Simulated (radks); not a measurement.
Excited configurations of K: one electron is placed in a higher orbital outside [Ar]. The ground configuration is [Ar] 4s1. Method: non-relativistic Kohn-Sham, PBE, spin-unpolarised, spherical densities, point nucleus; computed with a radial shooting solver on a logarithmic mesh with Libxc functionals. Excitation = E - E(ground); binding = E(ion) - E, where the ion is the core of charge +1; n* = 1/sqrt(2 binding) in atomic units, and the quantum defect is n - n*.

outer orbital  excitation (eV)  binding (eV)  quantum defect  eigenvalue (eV)  <r> (bohr)
4p                       1.535         2.761           1.780           -1.387       6.781
4d                       2.993         1.303           0.769           -0.655       13.75
4f                       3.389         0.907           0.127           -0.437       17.52
5s                       2.373         1.924           2.340           -1.151       11.22
5p                       2.849         1.448           1.934           -0.843       14.12
5d                       3.460         0.836           0.967           -0.497       23.54
6s                       3.210         1.087           2.461           -0.689       20.15
6d                       3.723         0.573           1.129           -0.365       36.38
7p                       3.701         0.595           2.217           -0.390       36.94

The Delta-SCF ionisation energy is 4.296 eV (NIST Atomic Spectra Database: 4.341 eV, measured). Self-interaction in the functional shifts the binding energies and quantum defects, so they are the method's values and not measured ones. Spin polarisation and multiplet splitting are left out, so open shells lie too high by an amount that depends on their filling.

Beside tabulated values, note that spin-unpolarised runs miss the spin-polarisation part of the exchange energy of open shells.
